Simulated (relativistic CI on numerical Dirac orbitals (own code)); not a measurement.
Computed by Dirac-Coulomb-Breit CI, separate exchange-only KLI orbitals for each configuration, model QED, unscaled Slater integrals (own radial code, finite nucleus).

The strongest absorption lines from the ground level of an ion, among the configurations computed and to levels below about 717 eV (vacuum wavelength in Å, gf): 36.608 (1.1), 36.706 (2.8), 36.929 (3.2), 39.664 (0.084), 45.685 (1.1), 46.052 (0.29), 49.099 (0.59), 58.253 (0.82).

Q: Which ion is it?
A. Os XLIV
B. Hg XLVIII
C. Ra LVI
D. Hg L

A: B. Hg XLVIII has 33 electrons and the ground level 4s²4p³ ²P°3/2; the strongest line goes to 4s²4p²4d ²D5/2. The pattern of lines fixes the number of electrons, and along that sequence the line energies rise steadily with the charge (about as its square where n changes within one kind of shell, about linearly where n is kept but much faster in heavy ions where fine structure, which grows about as Z⁴, sets the gap, and irregularly where shells cross), which fixes Z. Configurations outside the model, such as inner-shell arrays, can give stronger lines. At this charge energies of transitions that change n are usually good to better than 1 %, and those within a shell (Δn = 0) to a few per cent.

LS names give the leading component of a level, which can be under half, so a name can repeat, a term be missing and a line seem to break the LS rules.
